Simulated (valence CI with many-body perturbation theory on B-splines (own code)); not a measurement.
# E1 transitions of Mo³⁷⁺

Method: valence CI with perturbative core correlation (CI+MBPT): three valence electrons over a frozen Dirac-Fock core [He], radial functions for each j: 11 s, 11 p, 10 d, 8 f, 5 g, 2 h, with the one-electron correlation potential Σ1 (screened to all orders), the two-electron term Σ2, the three-electron term Σ3, Breit, model QED; selected single and double excitations, second order for the rest, scaled by the run's own slope (own B-spline code, finite nucleus).

The last digits are not significant, and no measured levels were compared; by estimate large intervals hold to a few tenths of a per cent, small ones and those within an open d or f shell to about a per cent.

Lines 151 to 200 of 589 in falling wavelength, among levels below 4307.2 eV, chosen from the strongest by gf and those to the six lowest levels. Wavelengths and rates use the calculated energies. Electric multipoles are in the length gauge with retardation, E1 and E2 with the static RPA response of the core. Weak lines are less certain than strong ones. Lines between different terms over intervals too small for the method are left out, as are lines whose strength nearly cancels. The highest levels of a list are the least certain.

Levels are named by their leading jj configuration (3d3/2^4 stands for four electrons in 3d with j = 3/2), which in mixed levels can hold well under half, so a name can repeat and another be missing. Letters in brackets count levels of one name in rising energy.

| λ vac (Å) | Upper | Lower | A (s⁻¹) | log gf | Branch % |
| --- | --- | --- | --- | --- | --- |
| 45.48 | (2s 2p3/2^2) J=1/2 | (2s^2 2p3/2) J=3/2 | 1.60e+11 | -1.00 | 99.7 |
| 45.28 | (2s 2p3/2^2) J=3/2 | (2s^2 2p3/2) J=3/2 | 2.46e+11 | -0.52 | 96.0 |
| 45.05 | (2p1/2^2 2p3/2) J=3/2 | (2s 2p1/2^2) J=1/2 | 8.20e+10 | -1.00 | 60.0 |
| 44.63 | (2p1/2 2p3/2^2) J=5/2 | (2s 2p1/2 2p3/2) J=5/2 | 7.65e+10 | -0.86 | 46.9 |
| 43.42 | (2p1/2 2p3/2^2) J=3/2 | (2s 2p1/2 2p3/2) J=3/2 [a] | 9.71e+10 | -0.96 | 47.2 |
| 13.25 | (2s 2p3/2 4f7/2) J=5/2 | (2s 2p3/2 3d3/2) J=3/2 [b] | 1.01e+12 | -0.80 | 3.4 |
| 13.24 | (2s 2p3/2 4f7/2) J=9/2 [b] | (2p1/2 2p3/2 3p3/2) J=7/2 | 5.42e+11 | -0.85 | 1.8 |
| 13.02 | (2s 2p1/2 4f5/2) J=5/2 [a] | (2s 2p1/2 3d5/2) J=3/2 | 1.26e+12 | -0.72 | 4.2 |
| 13.01 | (2s 2p1/2 4f7/2) J=7/2 [a] | (2s 2p1/2 3d5/2) J=5/2 [b] | 1.69e+12 | -0.46 | 5.7 |
| 13.01 | (2s 2p1/2 4p3/2) J=5/2 | (2s 2p1/2 3d5/2) J=7/2 | 7.57e+11 | -0.94 | 9.9 |
| 12.99 | (2s 2p3/2 4p3/2) J=5/2 [b] | (2s 2p3/2 3d5/2) J=7/2 [b] | 7.88e+11 | -0.92 | 3.9 |
| 12.98 | (2s 2p3/2 4s) J=5/2 | (2s 2p3/2 3p3/2) J=5/2 [a] | 9.61e+11 | -0.84 | 8.5 |
| 12.96 | (2s 2p3/2 4f5/2) J=3/2 [a] | (2s 2p3/2 3d5/2) J=1/2 | 1.26e+12 | -0.90 | 4.2 |
| 12.93 | (2p1/2^2 4s) J=1/2 | (2p1/2^2 3p3/2) J=3/2 | 3.73e+12 | -0.73 | 32.9 |
| 12.92 | (2s 2p3/2 4s) J=3/2 | (2s 2p3/2 3p3/2) J=5/2 [a] | 1.58e+12 | -0.80 | 10.7 |
| 12.91 | (2s 2p3/2 4f7/2) J=3/2 | (2s 2p3/2 3d5/2) J=1/2 | 1.82e+13 | 0.26 | 62.4 |
| 12.91 | (2s 2p3/2 4p3/2) J=7/2 | (2s 2p3/2 3d5/2) J=9/2 | 6.99e+11 | -0.85 | 9.9 |
| 12.90 | (2s 2p1/2 4s) J=1/2 [a] | (2s 2p1/2 3p3/2) J=3/2 [a] | 3.74e+12 | -0.73 | 29.4 |
| 12.89 | (2s 2p1/2 4s) J=3/2 | (2s 2p1/2 3p3/2) J=5/2 | 2.90e+12 | -0.54 | 20.8 |
| 12.89 | (2s 2p1/2 4s) J=1/2 [b] | (2s 2p1/2 3p3/2) J=3/2 [b] | 2.34e+12 | -0.93 | 19.4 |
| 12.88 | (2s 2p3/2 4f5/2) J=9/2 | (2s 2p3/2 3d5/2) J=7/2 [a] | 4.86e+11 | -0.92 | 1.6 |
| 12.85 | (2s 2p3/2 4f7/2) J=7/2 [a] | (2s 2p3/2 3d5/2) J=7/2 [a] | 4.45e+12 | -0.05 | 15.1 |
| 12.85 | (2s 2p3/2 4f7/2) J=9/2 [a] | (2s 2p3/2 3d5/2) J=7/2 [a] | 2.72e+13 | 0.83 | 94.1 |
| 12.84 | (2s 2p1/2 4f5/2) J=7/2 | (2s 2p1/2 3d5/2) J=5/2 [b] | 2.08e+12 | -0.39 | 7.0 |
| 12.83 | (2s 2p1/2 4f5/2) J=5/2 [b] | (2s 2p1/2 3d5/2) J=5/2 [b] | 7.80e+11 | -0.94 | 2.6 |
| 12.83 | (2p1/2^2 4f7/2) J=7/2 | (2p1/2 2p3/2 3s) J=5/2 | 9.07e+12 | 0.25 | 31.1 |
| 12.82 | (2s^2 4s) J=1/2 | (2s^2 3p3/2) J=3/2 | 3.46e+12 | -0.77 | 24.9 |
| 12.82 | (2s 2p1/2 4f5/2) J=5/2 [b] | (2s 2p1/2 3d5/2) J=3/2 | 1.17e+12 | -0.76 | 3.9 |
| 12.82 | (2s 2p3/2 4d5/2) J=3/2 [a] | (2s 2p3/2 3p3/2) J=5/2 [b] | 1.35e+12 | -0.88 | 3.0 |
| 12.82 | (2s 2p1/2 4f5/2) J=5/2 [a] | (2s 2p1/2 3d3/2) J=3/2 [b] | 2.46e+12 | -0.44 | 8.2 |
| 12.81 | (2s 2p3/2 4f5/2) J=7/2 [b] | (2p1/2 2p3/2 3p1/2) J=5/2 | 2.12e+12 | -0.38 | 7.2 |
| 12.81 | (2s 2p1/2 4f7/2) J=5/2 | (2s 2p1/2 3d5/2) J=5/2 [b] | 2.16e+12 | -0.50 | 7.3 |
| 12.81 | (2s 2p3/2 4f5/2) J=5/2 [a] | (2s 2p3/2 3d5/2) J=3/2 [a] | 1.35e+12 | -0.70 | 4.5 |
| 12.80 | (2s 2p1/2 4f5/2) J=5/2 [a] | (2s 2p1/2 3d5/2) J=5/2 [a] | 7.72e+11 | -0.94 | 2.6 |
| 12.80 | (2s^2 4f5/2) J=5/2 | (2s 2p1/2 3p1/2) J=3/2 | 7.91e+11 | -0.93 | 2.6 |
| 12.80 | (2s 2p1/2 4f7/2) J=7/2 [b] | (2s 2p1/2 3d5/2) J=5/2 [b] | 2.37e+13 | 0.67 | 80.8 |
| 12.80 | (2s 2p3/2 4f7/2) J=7/2 [b] | (2p1/2 2p3/2 3p1/2) J=5/2 | 1.92e+12 | -0.42 | 6.5 |
| 12.79 | (2s 2p3/2 4s) J=5/2 | (2s 2p3/2 3p3/2) J=7/2 | 2.46e+12 | -0.44 | 21.6 |
| 12.79 | (2s 2p1/2 4f7/2) J=5/2 | (2s 2p1/2 3d5/2) J=3/2 | 2.42e+13 | 0.55 | 82.1 |
| 12.79 | (2s 2p3/2 4f5/2) J=3/2 [b] | (2s 2p3/2 3d5/2) J=3/2 [b] | 3.10e+12 | -0.52 | 10.3 |
| 12.78 | (2s 2p3/2 4s) J=3/2 | (2s 2p3/2 3p3/2) J=3/2 [a] | 1.27e+12 | -0.91 | 8.6 |
| 12.78 | (2s 2p3/2 4f5/2) J=5/2 [b] | (2s 2p3/2 3d5/2) J=5/2 [b] | 9.41e+11 | -0.86 | 3.1 |
| 12.78 | (2s 2p1/2 4f7/2) J=7/2 [a] | (2s 2p1/2 3d5/2) J=5/2 [a] | 1.18e+13 | 0.36 | 40.2 |
| 12.76 | (2s 2p3/2 4f7/2) J=5/2 | (2s 2p3/2 3d5/2) J=3/2 [a] | 1.79e+13 | 0.42 | 60.7 |
| 12.76 | (2p1/2^2 4f5/2) J=5/2 | (2p1/2^2 3d5/2) J=5/2 | 1.28e+12 | -0.73 | 4.3 |
| 12.76 | (2s 2p3/2 4f5/2) J=7/2 [b] | (2s 2p3/2 3d5/2) J=5/2 [b] | 1.42e+12 | -0.56 | 4.8 |
| 12.75 | (2s 2p3/2 4f7/2) J=7/2 [b] | (2s 2p3/2 3d5/2) J=5/2 [b] | 2.33e+13 | 0.66 | 78.5 |
| 12.75 | (2s 2p3/2 4f7/2) J=3/2 | (2s 2p3/2 3d5/2) J=3/2 [a] | 8.05e+12 | -0.11 | 27.6 |
| 12.73 | (2p1/2^2 4f7/2) J=7/2 | (2p1/2^2 3d5/2) J=5/2 | 1.93e+13 | 0.57 | 66.4 |
| 12.72 | (2s 2p3/2 4f7/2) J=7/2 [a] | (2s 2p3/2 3d5/2) J=5/2 [a] | 2.21e+13 | 0.63 | 75.0 |

How does gf follow from A for the line at 13.25 Å?

gf = 1.4992 × (2J+1)_upper × A / σ², with σ = 7545660 cm⁻¹ and 2J+1 = 6: gf = 0.159.
